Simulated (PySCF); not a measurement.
C$_{4}$H$_{9}$NaO (SMILES CC(C)(C)[O][Na]), singlet, geometry from GFN2-xTB (such geometries of metal compounds can be far from the true shape); DF-B3LYP/pcseg-1 in PySCF.

Input for PySCF:
```python
from pyscf import gto, scf, dft

mol = gto.M(
    atom='''
Na    1.414170    1.644525    0.991220
O     0.006385    0.484381    0.826454
C    -0.342108   -0.363581   -0.180341
C     0.752610   -1.423459   -0.426438
C    -1.651286   -1.099211    0.190440
C    -0.576677    0.398836   -1.501876
H     0.464123   -2.116155   -1.212720
H     0.924299   -1.978177    0.492495
H     1.683673   -0.923666   -0.712627
H    -1.498791   -1.651429    1.112999
H    -1.953790   -1.783880   -0.597437
H    -2.435417   -0.366281    0.355935
H     0.346679    0.909268   -1.794818
H    -1.353274    1.144325   -1.350063
H    -0.879683   -0.274339   -2.299518
''',
    basis='pcseg-1',
    charge=0,
    spin=0,
    verbose=4,
    symmetry=True,
)

mf = dft.RKS(mol)
mf.xc = 'b3lyp'
mf = mf.density_fit(auxbasis='def2-universal-jkfit')
mf.kernel()
mf.analyze()
```

Question: Write the output that PySCF gives for this input, abridged.

Answer: 
```
PySCF version 2.14.0

[INPUT] verbose = 4
[INPUT] num. atoms = 15
[INPUT] num. electrons = 52
[INPUT] charge = 0
[INPUT] spin (= nelec alpha-beta = 2S) = 0
[INPUT] symmetry True subgroup None
[INPUT] Mole.unit = angstrom
[INPUT] Symbol           X                Y                Z      unit          X                Y                Z       unit  Magmom
[INPUT]  1 Na     1.414170000000   1.644525000000   0.991220000000 AA    2.672393993576   3.107701855000   1.873134329191 Bohr   0.0
[INPUT]  2 O      0.006385000000   0.484381000000   0.826454000000 AA    0.012065901305   0.915347429943   1.561771714551 Bohr   0.0
[INPUT]  3 C     -0.342108000000  -0.363581000000  -0.180341000000 AA   -0.646490425023  -0.687068514095  -0.340795099030 Bohr   0.0
[INPUT]  4 C      0.752610000000  -1.423459000000  -0.426438000000 AA    1.422226778609  -2.689947659547  -0.805851029107 Bohr   0.0
[INPUT]  5 C     -1.651286000000  -1.099211000000   0.190440000000 AA   -3.120478293329  -2.077207743109   0.359879443162 Bohr   0.0
[INPUT]  6 C     -0.576677000000   0.398836000000  -1.501876000000 AA   -1.089761592336   0.753690808617  -2.838134313057 Bohr   0.0
[INPUT]  7 H      0.464123000000  -2.116155000000  -1.212720000000 AA    0.877065358112  -3.998953387129  -2.291708665783 Bohr   0.0
[INPUT]  8 H      0.924299000000  -1.978177000000   0.492495000000 AA    1.746671967209  -3.738212755914   0.930680667718 Bohr   0.0
[INPUT]  9 H      1.683673000000  -0.923666000000  -0.712627000000 AA    3.181680853325  -1.745475770573  -1.346669858970 Bohr   0.0
[INPUT] 10 H     -1.498791000000  -1.651429000000   1.112999000000 AA   -2.832304507963  -3.120748524164   2.103263286915 Bohr   0.0
[INPUT] 11 H     -1.953790000000  -1.783880000000  -0.597437000000 AA   -3.692128004914  -3.371044639089  -1.128992306682 Bohr   0.0
[INPUT] 12 H     -2.435417000000  -0.366281000000   0.355935000000 AA   -4.602271129110  -0.692170774632   0.672619668147 Bohr   0.0
[INPUT] 13 H      0.346679000000   0.909268000000  -1.794818000000 AA    0.655128363138   1.718267493831  -3.391714463440 Bohr   0.0
[INPUT] 14 H     -1.353274000000   1.144325000000  -1.350063000000 AA   -2.557317231495   2.162460847493  -2.551249320909 Bohr   0.0
[INPUT] 15 H     -0.879683000000  -0.274339000000  -2.299518000000 AA   -1.662359946436  -0.518425575287  -4.345459238508 Bohr   0.0

nuclear repulsion = 269.069933219976
point group symmetry = C1
symmetry origin: [0. 0. 0.]
symmetry axis x: [1. 0. 0.]
symmetry axis y: [0. 1. 0.]
symmetry axis z: [0. 0. 1.]
num. orbitals of irrep A = 125
number of shells = 35
number of NR pGTOs = 221
number of NR cGTOs = 125
basis = pcseg-1
ecp = {}

******** <class 'pyscf.df.df_jk.DFRKS'> ********
method = DFRKS
initial guess = minao
damping factor = 0
level_shift factor = 0
DIIS = <class 'pyscf.scf.diis.CDIIS'>
diis_start_cycle = 1
diis_space = 8
diis_damp = 0
SCF conv_tol = 1e-09
SCF conv_tol_grad = None
SCF max_cycles = 50
direct_scf = False
XC library pyscf.dft.libxc version 7.1.2
    S. Lehtola, C. Steigemann, M. J. T. Oliveira, and M. A. L. Marques,  SoftwareX 7, 1–5 (2018)
XC functionals = b3lyp
    P. J. Stephens, F. J. Devlin, C. F. Chabalowski, and M. J. Frisch,  J. Phys. Chem. 98, 11623 (1994)
radial grids:
    Treutler-Ahlrichs [JCP 102, 346 (1995); DOI:10.1063/1.469408] (M4) radial grids

becke partition: Becke, JCP 88, 2547 (1988); DOI:10.1063/1.454033
pruning grids: <function nwchem_prune>
grids dens level: 3
symmetrized grids: True
atomic radii adjust function: <function treutler_atomic_radii_adjust>
small_rho_cutoff = 0
Set gradient conv threshold to 3.16228e-05
Initial guess from minao.
tot grids = 176928
******** <class 'pyscf.df.df.DF'> ********
auxbasis = def2-universal-jkfit
init E= -395.61394577442
  HOMO = -0.353059985589645  LUMO = -0.0853968225154929  gap/eV = 7.28349
cycle= 1 E= -395.113486274238  delta_E=  0.5  |g|=    1  |ddm|= 3.47
  HOMO = 0.039904959141742  LUMO = 0.0442351053320778  gap/eV = 0.11783
cycle= 2 E= -391.798063230735  delta_E= 3.32  |g|= 3.09  |ddm|= 4.21
  HOMO = -0.243848317694719  LUMO = -0.0414532248678157  gap/eV = 5.50745
cycle= 3 E= -395.29384823571  delta_E= -3.5  |g|= 0.415  |ddm|= 3.94
  HOMO = -0.184255652672088  LUMO = -0.049501363248722  gap/eV = 3.66685
cycle= 4 E= -395.326057962199  delta_E= -0.0322  |g|= 0.211  |ddm|= 0.644
  HOMO = -0.174618555720211  LUMO = -0.0593684703370605  gap/eV = 3.13611
cycle= 5 E= -395.337458245623  delta_E= -0.0114  |g|= 0.0179  |ddm|= 0.224
  HOMO = -0.177458900751765  LUMO = -0.0601120704426483  gap/eV = 3.19317
cycle= 6 E= -395.337529928393  delta_E= -7.17e-05  |g|= 0.0103  |ddm|= 0.0325
  HOMO = -0.178073077186972  LUMO = -0.0603773101555434  gap/eV = 3.20266
cycle= 7 E= -395.337548487859  delta_E= -1.86e-05  |g|= 0.00363  |ddm|= 0.0118
  HOMO = -0.178637836915734  LUMO = -0.0605263472818001  gap/eV = 3.21398
cycle= 8 E= -395.337551898359  delta_E= -3.41e-06  |g|= 0.0012  |ddm|= 0.00457
  HOMO = -0.178797236189086  LUMO = -0.0605399077524655  gap/eV = 3.21795
cycle= 9 E= -395.337552220922  delta_E= -3.23e-07  |g|= 0.000317  |ddm|= 0.00165
  HOMO = -0.178851860213002  LUMO = -0.0605511477502776  gap/eV = 3.21913
cycle= 10 E= -395.337552245285  delta_E= -2.44e-08  |g|= 4.88e-05  |ddm|= 0.000509
  HOMO = -0.178858733822399  LUMO = -0.0605520453129702  gap/eV = 3.21929
cycle= 11 E= -395.33755224584  delta_E= -5.55e-10  |g|= 1.99e-05  |ddm|= 8.26e-05
  HOMO = -0.178857361717153  LUMO = -0.0605525486401581  gap/eV = 3.21924
Extra cycle  E= -395.337552245772  delta_E= 6.81e-11  |g|= 2.64e-05  |ddm|= 4.26e-05
converged SCF energy = -395.337552245772
**** SCF Summaries ****
Total Energy =                        -395.337552245772031
Nuclear Repulsion Energy =             269.069933219976065
One-electron Energy =                -1079.639914078372158
Two-electron Energy =                  415.232428612624119
Two-electron Coulomb Energy =          463.530709852598193
DFT Exchange-Correlation Energy =      -48.298281239974067
HOMO-LUMO gap [eV] =                     3.219237936662060
**** MO energy ****
MO #1   energy= -38.4281188136728  occ= 2
MO #2   energy= -18.9862206950036  occ= 2
MO #3   energy= -10.1716380464552  occ= 2
MO #4   energy= -10.1267942001755  occ= 2
MO #5   energy= -10.1263295810938  occ= 2
MO #6   energy= -10.1136962801804  occ= 2
MO #7   energy= -2.21242220448595  occ= 2
MO #8   energy= -1.14750389726216  occ= 2
MO #9   energy= -1.14643623228457  occ= 2
MO #10  energy= -1.14591310995395  occ= 2
MO #11  energy= -0.900175105083717 occ= 2
MO #12  energy= -0.724356384601078 occ= 2
MO #13  energy= -0.654952422774159 occ= 2
MO #14  energy= -0.647737754779247 occ= 2
MO #15  energy= -0.487858190411287 occ= 2
MO #16  energy= -0.411368475625584 occ= 2
MO #17  energy= -0.408717688355689 occ= 2
MO #18  energy= -0.405521076233706 occ= 2
MO #19  energy= -0.365659770672235 occ= 2
MO #20  energy= -0.359127754629418 occ= 2
MO #21  energy= -0.333017758074742 occ= 2
MO #22  energy= -0.31199090488828  occ= 2
MO #23  energy= -0.304067052550584 occ= 2
MO #24  energy= -0.303412141595163 occ= 2
MO #25  energy= -0.178939351544992 occ= 2
MO #26  energy= -0.178857361717153 occ= 2
MO #27  energy= -0.0605525486401581 occ= 0
MO #28  energy= 0.0464694237741803 occ= 0
MO #29  energy= 0.0550123207616204 occ= 0
MO #30  energy= 0.0555316730486992 occ= 0
MO #31  energy= 0.0858511513557176 occ= 0
MO #32  energy= 0.123496116582122  occ= 0
MO #33  energy= 0.129782995704217  occ= 0
MO #34  energy= 0.130324918910548  occ= 0
 ** Mulliken pop on meta-lowdin orthogonal AOs  **
 ** Mulliken pop  **
 ** Mulliken atomic charges  **
charge of    0Na =      0.79411
charge of    1O =     -0.88779
charge of    2C =      0.30389
charge of    3C =     -0.29973
charge of    4C =     -0.29690
charge of    5C =     -0.29985
charge of    6H =      0.07882
charge of    7H =      0.08368
charge of    8H =      0.06063
charge of    9H =      0.08471
charge of   10H =      0.07125
charge of   11H =      0.08451
charge of   12H =      0.06022
charge of   13H =      0.08333
charge of   14H =      0.07912
Dipole moment(X, Y, Z, Debye):  5.04155,  4.52146,  1.21590
```
